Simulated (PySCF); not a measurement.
## cyclo-(Cl2SiS)3: 4 charge schemes on one density

Compound: cyclo-(Cl2SiS)3.
Geometry (PBE0-D3(BJ)/def2-SVP, Å), atoms numbered from 1 in this order:
```
atom  x, y, z in Å
Si1   -0.408   -1.860    0.322
Cl2   -2.417   -1.612    0.035
Cl3    0.002   -3.850    0.489
S4     0.711   -1.169   -1.361
Si5   -0.148    0.757   -1.694
Cl6   -1.800    0.668   -2.890
Cl7    1.302    1.811   -2.672
S8    -0.802    1.736    0.087
Si9    0.602    1.020    1.528
Cl10   0.336    2.183    3.180
Cl11   2.526    1.214    0.862
S12    0.212   -0.980    2.165
```

Density: PBE0/pcSseg-1 (PySCF); schemes: Mulliken, IAO, Hirshfeld and ESP-fitted. The structure is a single PBE0-D3(BJ)/def2-SVP conformer in the gas phase; no vibrational or solvent corrections.

Q: Atoms with like bonding are taken together and averaged. Do the Mulliken, IAO, Hirshfeld and ESP-fitted schemes agree on where the charge is highest?

A: All schemes agree: Mulliken Si1/Si5/Si9 (+0.778); IAO Si1/Si5/Si9 (+0.870); Hirshfeld Si1/Si5/Si9 (+0.304); ESP-fitted Si1/Si5/Si9 (+0.067).

Q: For which atoms does the sign change between the 4 schemes (beyond +0.03 e in one, beyond −0.03 e in another)?

A: For none.

Q: What partial charge does each atom carry?

A: In e; atoms taken as equivalent share a row and are averaged (×n: the atom named and its like, n in all):

| atom | environment | Mulliken | IAO | Hirshfeld | ESP-fitted |
| --- | --- | --- | --- | --- | --- |
| Si1/Si5/Si9 | silicon bonded to 2 Cl and 2 S | +0.778 | +0.870 | +0.304 | +0.067 |
| Cl2 (×6) | chlorine bonded to Si | -0.221 | -0.257 | -0.088 | -0.017 |
| S4/S8/S12 | sulfur bonded to 2 Si | -0.336 | -0.356 | -0.128 | -0.033 |

Mean size of the charges over all atoms: IAO 0.435 e, Mulliken 0.389 e, Hirshfeld 0.152 e, ESP-fitted 0.034 e. Each set sums to the total charge, 0, to within 0.001 e. The Mulliken scheme gives each basis function's population to the atom it is centred on and halves the overlap population of two atoms between them. The ESP scheme fits charges at the nuclei, held to the total charge, to the electrostatic potential on points at 1.4 to 2.0 times the van der Waals radii.

Some averages cover members that differ in this geometry: Si1/Si5/Si9, ESP-fitted +0.043 to +0.114; Cl2 (×6), Mulliken -0.238 to -0.200; Si1/Si5/Si9, Mulliken +0.765 to +0.803; Cl2 (×6), ESP-fitted -0.028 to -0.002 e.

Q: How many electrons does the Hirshfeld scheme count on Cl2?

A: Its own charge is -0.088 e, so Z − q = 17.088.

Q: Sum the charges by element.

A: 
```
element  atoms  Mulliken     IAO  Hirshfeld  ESP-fitted
     Si      3    +2.335  +2.609     +0.913      +0.202
     Cl      6    -1.328  -1.541     -0.529      -0.102
      S      3    -1.007  -1.068     -0.383      -0.100
```
